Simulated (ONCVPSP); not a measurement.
## Before and after: ONCV potential for copper (Cu)

```json
{"Element": "copper (Cu)", "Generator": "ONCVPSP 4.0.1", "Type": "optimised norm-conserving Vanderbilt (ONCV)", "Functional": "LDA (Perdew-Zunger)", "Relativity": "scalar-relativistic", "Frozen core": "[Ne]", "Valence charge": "19", "Reference configuration": "3s2 3p6 3d10 4s1", "Partial waves": "3s+4s: rc 1.00 bohr, ncon 4, nbas 7, qcut 14 1/bohr, 2 projectors; 3p: rc 1.10 bohr, ncon 3, nbas 7, qcut 11.3 1/bohr, 1 projector; 3d: rc 1.25 bohr, ncon 3, nbas 7, qcut 10.5 1/bohr, 2 projectors, debl 3.5 Ha; f scattering state at 0.35 Ha: rc 1.05 bohr, ncon 3, nbas 6, qcut 11.5 1/bohr, 2 projectors, debl 2.3 Ha", "Local potential": "polynomial inside 0.95 bohr (lpopt 5, dvloc0 0 Ha)", "Core correction": "polynomial model core, fcfact 0.7"}
```

Change: s: qcut 11.2; p: qcut 9; d: qcut 8.4; f: qcut 9.2.

Cutoffs: the cutoffs (Ha) at which the residual kinetic energy of the hardest occupied pseudo-wave falls to 1 and 0.1 mHa per electron; they do not see the model core or the augmentation charge, which bear on the density cutoff. Errors are all-electron minus pseudo energies relative to the spin-unpolarised reference configuration.

Task: What does the change do?

Result: Of the 3 tests that both files solve, the error grows in 2 and shrinks in 0 by more than 15 % and 0.3 meV (median size 4.1 → 6.6 meV); neither file shows a bound ghost.

```tsv
quantity	base	changed
cutoffs, loose and tight	64 Ha, 75 Ha	not determined
bound ghosts	none	none
GHOST(+) flags under 300 eV	none	none
tests with a reliable result	3 of 4	3 of 4
error for 3s2 3p6 3d10 4s0, meV [ΔE 8.44 eV]	+5.1	+6.6
error for 3s2 3p6 3d9 4s0, meV [ΔE 30.12 eV]	-4.1	-19
error for 3s2 3p6 3d10 4s0.5, meV [ΔE 3.30 eV]	+2.0	+2.2
s: phases at 1.01 bohr within 0.05 rad from the reference energy up to (Ha; the scan ends near 5)	to the end of the scan	to the end of the scan
p: phases at 1.12 bohr within 0.05 rad from the reference energy up to (Ha; the scan ends near 5)	3.2	3.9
d: phases at 1.27 bohr within 0.05 rad from the reference energy up to (Ha; the scan ends near 5)	to the end of the scan	to the end of the scan
f: phases at 1.06 bohr within 0.05 rad from the reference energy up to (Ha; the scan ends near 5)	to the end of the scan	to the end of the scan
rms error of d²Exc/dni dnj with the model core, mHa	0.64	0.59
```
